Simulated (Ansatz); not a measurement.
Ideal-gas functions of `B[SiH]1BO1` at 600 K and 1 bar, from an Ansatz frequency run at PBE0-D4/def2-TZVP.

Molar mass 69.74 g/mol, point group C1 (symmetry number 1), electronic degeneracy 1, moments of inertia 33.552, 114.797, 121.018 u Å². Harmonic wavenumbers (cm⁻¹, unscaled): 135, 195, 312, 533, 568, 601, 656, 673, 741, 790, 884, 939, 1150, 1373, 2241, 2593, 2685, 2695.

Use S(trans) = R[1.5 ln M + 2.5 ln T − 1.1517]; rotational temperatures θ = 24.2544 K / I; S(rot) = R[ln(√π/σ · √(T³/θAθBθC)) + 1.5]; for each mode x = 1.438777 ν̃/T, S = R[x/(eˣ − 1) − ln(1 − e⁻ˣ)] and H = RT x/(eˣ − 1); 1 cm⁻¹ = 0.0119627 kJ/mol; R = 8.31446 J/(mol·K).

By hand: the entropy, in J/(mol·K).

Translation 176.3. Rotation: θ = 0.7229, 0.2113, 0.2004 K, giving 111.5. Vibration, mode by mode: 17.73, 14.71, 10.92, 6.82, 6.36, 5.96, 5.36, 5.18, 4.55, 4.14, 3.47, 3.13, 2.10, 1.37, 0.25, 0.12, 0.10, 0.10, in all 92.4. Electronic 0.0. Sum 380.2 J/(mol·K).

By hand: H − E and G − E in kJ/mol, counted from the electronic energy.

Zero-point energy ½ × 19764 × 0.0119627 = 118.2; thermal vibration 30.7; translation, rotation and pV give 4 RT = 20.0. H − E = 168.9 kJ/mol, and G − E = 168.9 − 600 × 380.2/1000 = -59.2 kJ/mol.

Vibration gives 24 % of the entropy, 17.7 J/(mol·K) of it from the mode under 150 cm⁻¹: soft modes count most, and the harmonic formula is weakest for them. The sum counts one conformer and one mirror image; others add a mixing term.
